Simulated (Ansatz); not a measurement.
Consider the formal exchange of groups at the Si–Cl bond: `C[SiH](N)Cl` + `[NH2][GeH3]` → `C[SiH](N)[GeH2][NH2]` + HCl.

Program: Ansatz. Geometries: PBE0-D4/def2-TZVP. ΔE: electronic, gas phase. CCSD(T)/CBS adds triple-zeta CCSD(T) − MP2 to the extrapolated MP2 energy (def2 sets, frozen cores). This one scheme is used for every species. DFT in def2-TZVPP. For Ge outer-core shells are correlated without core-valence functions, which leaves a few kJ/mol of doubt a bond. Scalar relativity is left out up to krypton. Each species was taken in one conformer, which may not be the lowest.

CCSD(T)/CBS gives +1.10 eV.

(1) Another level gave +1.13 eV. Which?
A. PBE0-D4/def2-TZVPP
B. PBE-D4/def2-TZVPP
C. HF/def2-TZVPP
D. ωB97X-V/def2-TZVPP

Largest T1 diagnostic among the species: 0.011.

Results:

(1) D. ωB97X-V 1.13, HF/def2-TZVPP 1.38, PBE0-D4 1.05, PBE-D4 0.99 eV.

In def2-TZVPP, CCSD(T) changes the Hartree–Fock value by −0.31 eV (the triples alone add −0.03 eV) and MP2 by −0.24 eV. From PBE to PBE0 (25 % exact exchange), in def2-TZVPP and without D4, ΔE moves by +0.06 eV. The D4 term adds −0.08 eV with B3LYP and −0.05 eV with PBE0; it sums over pairs of atoms, weighted by their polarisabilities, and B3LYP, whose exchange is more repulsive, gets the larger term.

B3LYP here is the variant with VWN-RPA as its local correlation; programs differ in this.
